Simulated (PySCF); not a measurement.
Ligand exchange on a metal centre used in film growth or etching (Zr Cl-F). Gas-phase values, no solvent.

Level of theory: PySCF with TPSSh-D3(BJ)/def2-TZVP // r2SCAN-D4/def2-SVP. 

```json
[
 {"species": "0 of 4 Cl replaced by F ([Zr(Cl)4])", "mean distance from the central atom to its bonded neighbours (Å)": "2.330", "charge on the central atom (Mulliken) (e)": "1.38"},
 {"species": "1 of 4 Cl replaced by F ([Zr(Cl)3(F)])", "mean distance from the central atom to its bonded neighbours (Å)": "2.223", "charge on the central atom (Mulliken) (e)": "1.50"},
 {"species": "2 of 4 Cl replaced by F", "mean distance from the central atom to its bonded neighbours (Å)": "___", "charge on the central atom (Mulliken) (e)": "1.61"},
 {"species": "3 of 4 Cl replaced by F ([Zr(Cl)(F)3])", "mean distance from the central atom to its bonded neighbours (Å)": "2.009", "charge on the central atom (Mulliken) (e)": "1.71"},
 {"species": "4 of 4 Cl replaced by F ([Zr(F)4])", "mean distance from the central atom to its bonded neighbours (Å)": "___", "charge on the central atom (Mulliken) (e)": "1.81"}
]
```

**Question.** Some entries are withheld; supply them.

**Answer.** 
- 2 of 4 Cl replaced by F, mean distance from the central atom to its bonded neighbours (Å): 2.116
- 4 of 4 Cl replaced by F ([Zr(F)4]), mean distance from the central atom to its bonded neighbours (Å): 1.901
